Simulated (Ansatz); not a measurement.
CH3Si, SMILES [SiH]=C (connectivity only; charge and spin as stated), charge +1, multiplicity 1.

The structure is a stationary point at r2SCAN-D4/def2-TZVP. A frequency run showed that this geometry is not a minimum. The spin state was assumed, not searched. The isomer is the one that the SMILES or the coordinates give; other isomers of the formula were not compared.

Two levels are set side by side: PBE/def2-TZVPD (Ansatz, a program for electronic structure) and ωB97X-V/def2-TZVPD (Ansatz). Energy differences of separate SCF runs at the same geometry; the states with an electron removed or added have multiplicity 2 and 2. Differences are taken from unrounded values.

```tsv
quantity	ωB97X-V	PBE	PBE minus ωB97X-V
vertical ionisation energy (eV)	15.94	16.13	0.19
vertical electron affinity (eV)	7.19	7.38	0.19
vertical singlet–triplet gap (eV)	1.78	1.76	-0.02
```
